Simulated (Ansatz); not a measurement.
Job for Ansatz (a first-principles code): R-PBE0/def2-TZVPP on CH4OSn (SMILES C[O][SnH]), a point of a torsion scan. Elements past Kr take the def2 small-core potentials; no spin–orbit coupling.

Ansatz 0.2 input:
```yaml
crystal:
  periodic: [false, false, false]
  atoms:
    - {symbol: C, position_ang: [-0.97770194, -0.31356869, -0.01002057]}
    - {symbol: O, position_ang: [0.15415348, 0.51489169, -0.04742194]}
    - {symbol: Sn, position_ang: [1.92870751, 1.37502470, -0.00138124]}
    - {symbol: H, position_ang: [-0.84893213, -1.15562508, -0.69389949]}
    - {symbol: H, position_ang: [-1.85683919, 0.25966030, -0.31431607]}
    - {symbol: H, position_ang: [-1.13900435, -0.69918965, 0.99819295]}
    - {symbol: H, position_ang: [2.60936805, 1.17435840, 1.84066347]}
basis:
  gaussian:
    orbitals: def2-TZVPP
hamiltonian:
  xc: {name: PBE0}
scf: {lower_state_search: off}
```

Program output:

```
WARN ansatz: RAYON_NUM_THREADS=1 ignored (pool sized by the plan → 1); use --threads N
Functional definition: PBE0
these checks for a lower state are left out or cut short: stability, starts, cluster_reference, orbital_swaps, neighbouring_geometries, increment
integrals: 0.07 GiB planned
1028 factors; their error is unknown
mean field: 0.67 GiB planned
mean field evaluation 1: about -8970.4355 eV, gradient 5.9e1 eV
mean field evaluation 2: about -8897.1265 eV, gradient 1.8e2 eV
mean field evaluation 4: about -8977.4917 eV, gradient 1.2e1 eV
mean field evaluation 8: about -8977.7469 eV, gradient 2.4e-1 eV
mean field evaluation 16: about -8977.8275 eV, gradient 2.7e-4 eV
mean field -8977.82753951 eV, -329.9290766871 hartree, gradient 2.8e-6 eV, S^2 0.000000; 0 other end points of the search recorded, 0 dependent functions left out
reference -8977.82757468 eV, -329.9290779792 hartree; 20, 20 occupied and 148, 148 virtual orbitals, 1028 factors
Total energy: -8977.82757468 eV, -329.9290779792 hartree
Checks for a lower state left out: stability, starts, cluster_reference, orbital_swaps, neighbouring_geometries, increment
```

The run converged.

Cost: about 2.0 core-seconds (a rough figure).
